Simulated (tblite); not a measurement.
Compound: CH6Cl2P2Si.
Geometry (GFN2-xTB, Å), atoms numbered from 1 in this order:
```
atom  x, y, z in Å
P1     2.2270    0.4078    0.3208
Si2   -0.0265    0.2530    0.4008
P3    -1.1913    1.0155   -1.3941
Cl4   -0.6339    1.0299    2.1958
C5    -0.4066   -1.6305    0.4768
Cl6    0.1477   -2.3398   -1.0595
H7     2.3028    0.0632   -1.0170
H8     2.2412    1.7666    0.0421
H9    -0.9230    2.3513   -1.1261
H10   -2.4001    1.0678   -0.7105
H11   -1.4670   -1.8524    0.5679
H12    0.1310   -2.1332    1.2768
```

Computed values, GFN2-xTB/tblite, gas phase, harmonic and unscaled. Errors from tens to a few hundred cm⁻¹ against measured bands are possible. Modes of hydrogen on phosphorus can be 10 to 20 % off. One conformer, not necessarily the lowest. The optimisation stopped once no atom felt more than 0.01 eV/Å.

Lowest wavenumbers of the output (negative numbers stand for imaginary wavenumbers):
```
mode    cm-1
  1     -24.8
  2      62.4
  3      69.0
  4      79.5
  5      99.6
  6     105.7
  7     136.1
  8     151.1
```

Problem. Is this structure a minimum?

Solution. Not by this Hessian. 1 mode is imaginary beyond 20i (25i cm⁻¹), so at this level the point lies at or near a first-order saddle. The curvature is small, so loose convergence or finite differences may be the whole cause.

Problem. Which atoms move in the imaginary mode?

Solution. 25i: Cl6 (alkyl chlorine) 40 %, P1 (three-coordinate phosphorus) 18 %, P3 (three-coordinate phosphorus) 15 %. These are shares of the mass-weighted motion.

Problem. What is the remedy?

Solution. Step along that mode in both directions, optimise again with tighter thresholds and repeat the frequencies. The zero-point energy of this point (40.5 kcal/mol) counts the 29 real modes alone, and thermal corrections from it aren't those of a minimum.
